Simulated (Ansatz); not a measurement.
I3Si, SMILES I[Si](I)I (connectivity only; charge and spin as stated), charge +1, multiplicity 1.

Coordinates come from a B3LYP-D3(BJ)/def2-SVP optimisation. The multiplicity is an assumed one; no other spin state was optimised. The isomer is the one that the SMILES or the coordinates give; other isomers of the formula were not compared. The def2 effective core potentials stand for the cores of I; spin–orbit coupling is left out.

Two levels are set side by side: PBE/def2-SVPD (Ansatz, an electronic-structure program) and PBE0/def2-SVPD (Ansatz). Energy differences of separate SCF runs at the same geometry; the states with an electron removed or added have multiplicity 2 and 2. Differences are taken from unrounded values.

```json
[
 {"quantity": "vertical ionisation energy (eV)", "PBE0": "14.29"},
 {"quantity": "vertical electron affinity (eV)", "PBE0": "6.54"},
 {"quantity": "vertical singlet–triplet gap (eV)", "PBE0": "3.03"}
]
```

Q: What does PBE give, and how far is it from PBE0? (An estimate is asked for; the answer gives what the named calculation found.)

A: 
```json
[
 {"quantity": "vertical ionisation energy (eV)", "PBE": "13.84", "PBE minus PBE0": "-0.45"},
 {"quantity": "vertical electron affinity (eV)", "PBE": "6.33", "PBE minus PBE0": "-0.21"},
 {"quantity": "vertical singlet–triplet gap (eV)", "PBE": "2.79", "PBE minus PBE0": "-0.24"}
]
```
